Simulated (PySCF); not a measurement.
H4B (SMILES [BH4-]), charge -1, singlet, at a GFN2-xTB geometry; TPSS/aug-cc-pVDZ in PySCF.

The PySCF input:
```python
from pyscf import gto, scf, dft

mol = gto.M(
    atom='''
B     0.00000000    0.00000000    0.00000000
H    -0.78935573   -0.82329958   -0.45703408
H     0.16226976   -0.21027872    1.19968171
H    -0.45033333    1.13195784   -0.16017538
H     1.07741931   -0.09837954   -0.58247225
''',
    basis='aug-cc-pvdz',
    charge=-1,
    verbose=4,
)

mf = dft.RKS(mol)
mf.xc = 'tpss'
mf.grids.atom_grid = (30, 110)
mf.kernel()
```

What the program printed (banner, timings and long lists left out):

```
PySCF version 2.14.0

[INPUT] verbose = 4
[INPUT] num. atoms = 5
[INPUT] num. electrons = 10
[INPUT] charge = -1
[INPUT] spin (= nelec alpha-beta = 2S) = 0
[INPUT] symmetry False subgroup None
[INPUT] Mole.unit = angstrom
[INPUT] Symbol           X                Y                Z      unit          X                Y                Z       unit  Magmom
[INPUT]  1 B      0.000000000000   0.000000000000   0.000000000000 AA    0.000000000000   0.000000000000   0.000000000000 Bohr   0.0
[INPUT]  2 H     -0.789355730000  -0.823299580000  -0.457034080000 AA   -1.491666144556  -1.555810724669  -0.863669240793 Bohr   0.0
[INPUT]  3 H      0.162269760000  -0.210278720000   1.199681710000 AA    0.306645404699  -0.397369190624   2.267069868550 Bohr   0.0
[INPUT]  4 H     -0.450333330000   1.131957840000  -0.160175380000 AA   -0.851006658463   2.139090302154  -0.302687600098 Bohr   0.0
[INPUT]  5 H      1.077419310000  -0.098379540000  -0.582472250000 AA    2.036027417218  -0.185910386861  -1.100713027659 Bohr   0.0

nuclear repulsion = 10.1957588059348
number of shells = 28
number of NR pGTOs = 79
number of NR cGTOs = 59
basis = aug-cc-pvdz
ecp = {}

******** <class 'pyscf.dft.rks.RKS'> ********
method = RKS
initial guess = minao
damping factor = 0
level_shift factor = 0
DIIS = <class 'pyscf.scf.diis.CDIIS'>
diis_start_cycle = 1
diis_space = 8
diis_damp = 0
SCF conv_tol = 1e-09
SCF conv_tol_grad = None
SCF max_cycles = 50
direct_scf = True
direct_scf_tol = 1e-13
XC library pyscf.dft.libxc version 7.1.2
    S. Lehtola, C. Steigemann, M. J. T. Oliveira, and M. A. L. Marques,  SoftwareX 7, 1–5 (2018)
XC functionals = tpss
    J. Tao, J. P. Perdew, V. N. Staroverov, and G. E. Scuseria,  Phys. Rev. Lett. 91, 146401 (2003)
    J. P. Perdew, J. Tao, V. N. Staroverov, and G. E. Scuseria,  J. Chem. Phys. 120, 6898 (2004)
    J. Tao, J. P. Perdew, V. N. Staroverov, and G. E. Scuseria,  Phys. Rev. Lett. 91, 146401 (2003)
    J. P. Perdew, J. Tao, V. N. Staroverov, and G. E. Scuseria,  J. Chem. Phys. 120, 6898 (2004)
radial grids:
    Treutler-Ahlrichs [JCP 102, 346 (1995); DOI:10.1063/1.469408] (M4) radial grids

becke partition: Becke, JCP 88, 2547 (1988); DOI:10.1063/1.454033
pruning grids: <function nwchem_prune>
grids dens level: 3
symmetrized grids: False
atomic radii adjust function: <function treutler_atomic_radii_adjust>
User specified grid scheme (30, 110)
small_rho_cutoff = 0
Set gradient conv threshold to 3.16228e-05
Initial guess from minao.
tot grids = 12336
init E= -26.940460519216
  HOMO = -0.368479098998373  LUMO = -0.0129572394078101  gap/eV = 9.67424
cycle= 1 E= -27.1741453792084  delta_E= -0.234  |g|= 0.455  |ddm|= 2.27
  HOMO = 0.0774503790911151  LUMO = 0.147312094692311  gap/eV = 1.90103
cycle= 2 E= -27.0541525673323  delta_E= 0.12  |g|= 0.674  |ddm|= 1.95
  HOMO = -0.0433848603805847  LUMO = 0.128764883813395  gap/eV = 4.68443
cycle= 3 E= -27.2694949115288  delta_E= -0.215  |g|= 0.0206  |ddm|= 1.32
  HOMO = -0.0291097216208101  LUMO = 0.128615164319188  gap/eV = 4.29191
cycle= 4 E= -27.2697334198552  delta_E= -0.000239  |g|= 0.00221  |ddm|= 0.155
  HOMO = -0.0303998316268977  LUMO = 0.127613768210998  gap/eV = 4.29977
cycle= 5 E= -27.2697365911704  delta_E= -3.17e-06  |g|= 0.00026  |ddm|= 0.0319
  HOMO = -0.0302912292387249  LUMO = 0.12757957073029  gap/eV = 4.29588
cycle= 6 E= -27.2697366243021  delta_E= -3.31e-08  |g|= 2.47e-05  |ddm|= 0.00283
  HOMO = -0.0303005309193996  LUMO = 0.127580562151613  gap/eV = 4.29616
cycle= 7 E= -27.2697366245671  delta_E= -2.65e-10  |g|= 1.79e-06  |ddm|= 6.43e-05
  HOMO = -0.0303007234896071  LUMO = 0.127580641985462  gap/eV = 4.29617
Extra cycle  E= -27.2697366245671  delta_E= -1.42e-14  |g|= 1.79e-06  |ddm|= 7.2e-06
converged SCF energy = -27.2697366245671
```
